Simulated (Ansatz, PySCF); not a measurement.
W(F)5(OH) (F5HOW), SMILES [W]([F])([OH])([F])([F])([F])[F], multiplicity 1. Atoms are numbered in the order given.

```xyz
8

W      0.0000     0.0000     0.0109
F      0.0000     0.0000    -1.8471
F      1.3152     1.3152    -0.0599
F      1.3152    -1.3152    -0.0599
F     -1.3152     1.3152    -0.0599
F     -1.3152    -1.3152    -0.0599
O      0.0000     0.0000     1.8459
H      0.0000     0.0000     2.8086
```
Charge 0, spin multiplicity 1.

Coordinates come from a B3LYP-D3(BJ)/def2-SVP optimisation. The spin state was assumed, not searched. The isomer is the one that the SMILES or the coordinates give; other isomers of the formula were not compared. The def2 effective core potentials stand for the cores of W; spin–orbit coupling is left out. The values are those of a single conformer.

Two levels are set side by side: PBE-D3(BJ)/def2-SVP (Ansatz, a quantum-chemistry and plane-wave program) and B3LYP-D3(BJ)/def2-SVP (Ansatz). Each level has its own optimised geometry; the coordinates shown are those of the second. Frequencies come from the Hessian of PySCF at each geometry. Differences are taken from unrounded values.

```csv
quantity,B3LYP-D3(BJ)
mean bond length (Å),1.729
bond W1–F2 (Å),1.858
bond W1–F3 (Å),1.861
bond W1–F4 (Å),1.861
bond W1–F5 (Å),1.861
bond W1–F6 (Å),1.861
bond W1–O7 (Å),1.835
bond O7–H8 (Å),0.963
highest harmonic wavenumber (cm⁻¹),3917
mean harmonic wavenumber (cm⁻¹),609
zero-point energy (kcal/mol),15.68
```

Problem. What does PBE-D3(BJ) give, and how far is it from B3LYP-D3(BJ)? (An estimate is asked for; the answer gives what the named calculation found.)

Solution. 
```csv
quantity,PBE-D3(BJ),PBE-D3(BJ) minus B3LYP-D3(BJ)
mean bond length (Å),1.739,0.010
bond W1–F2 (Å),1.867,0.009
bond W1–F3 (Å),1.872,0.011
bond W1–F4 (Å),1.872,0.011
bond W1–F5 (Å),1.872,0.011
bond W1–F6 (Å),1.872,0.011
bond W1–O7 (Å),1.847,0.012
bond O7–H8 (Å),0.969,0.007
highest harmonic wavenumber (cm⁻¹),3828,-89
mean harmonic wavenumber (cm⁻¹),584,-25
zero-point energy (kcal/mol),15.04,-0.64
```

Exact exchange shortens and stiffens bonds; PBE has none. Differences between two approximate levels are no errors against the true value.
